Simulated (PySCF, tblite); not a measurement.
Isomers of C6H11O2 (doublet state), one GFN2-xTB conformer each. Single-point energies are computed at B3LYP/pcH-1 (PySCF, gas phase, no added dispersion term), electronic only. GFN2-xTB treats the open shell by occupation alone, and not every SCF solution was tested for stability.

Question: Rank them by B3LYP/pcH-1 energy, lowest first (kJ/mol).
A. `[CH3:1][C:2](=[O:3])[O:4][CH:5][CH:6]([CH3:7])[CH3:8]` (doublet state) with C1–C2–O4–C5 180°, C2–O4–C5–C6 180°, O4–C5–C6–C7 -119°
B. `[CH3:1][CH2:2]/[C:3]([CH3:4])=[CH:5]/[O:6][CH:7][OH:8]` (doublet state) with C1–C2–C3–C4 -73°, C3–C5–O6–C7 -167°, C5–O6–C7–O8 -160°, O6–C7–O8–H -21°
C. `[CH3:1][CH2:2][C@@H:3]([CH3:4])[CH:5][O:6][CH:7]=[O:8]` (doublet state) with C1–C2–C3–C4 175°, C2–C3–C5–O6 119°, C3–C5–O6–C7 179°, C5–O6–C7–O8 0°
D. `[CH3:1][C:2]([CH:3]=[O:4])[CH2:5][CH2:6][CH2:7][OH:8]` (doublet state) with C1–C2–C3–O4 1°, C1–C2–C5–C6 94°, C2–C5–C6–C7 174°, C5–C6–C7–O8 -65°, C6–C7–O8–H -177°
E. `[CH3:1][C:2]([CH:3]=[O:4])[O:5][CH:6]([CH3:7])[CH3:8]` (doublet state) with C1–C2–C3–O4 2°, C1–C2–O5–C6 -178°, C2–O5–C6–C7 -162°

Answer: A (0.0), E (12.6), C (31.9), D (34.8), B (126.9).

As drawn, the highest has an O–H bond, which the lowest lacks. Neighbours under 21 kJ/mol apart (CC(=O)O[CH]C(C)C and C[C](C=O)OC(C)C; C[C](C=O)OC(C)C and CC[C@@H](C)[CH]OC=O; CC[C@@H](C)[CH]OC=O and C[C](C=O)CCCO) can change places with a better method, another conformer or zero-point energy. GFN2-xTB itself gives, in the same order: 0.0, 18.8, 28.0, 70.3, 97.4. Both levels put the same isomer lowest; measured from each level's own lowest isomer, the values differ by up to 35.5 kJ/mol (C[C](C=O)CCCO: 70.3 against 34.8).

What happens when harmonic zero-point energies from GFN2-xTB frequencies are added?

```tsv
SMILES	ZPE (kJ/mol)	electronic (kJ/mol)	with ZPE (kJ/mol)
CC(=O)O[CH]C(C)C	412.2	0.0	0.0
C[C](C=O)OC(C)C	413.3	12.6	13.8
CC[C@@H](C)[CH]OC=O	414.6	31.9	34.3
C[C](C=O)CCCO	413.0	34.8	35.6
CC/C(C)=C/O[CH]O	411.5	126.9	126.3
```

The zero-point energies span 3.1 kJ/mol. The order is unchanged.

As an exercise, what shares would exp(−E/RT) give at 500 K from these electronic energies alone (no entropy, no degeneracies)?

RT = 4.157 kJ/mol: CC(=O)O[CH]C(C)C 95.4 %, C[C](C=O)OC(C)C 4.6 %, CC[C@@H](C)[CH]OC=O under 0.1 %, C[C](C=O)CCCO under 0.1 %, CC/C(C)=C/O[CH]O under 0.1 %.
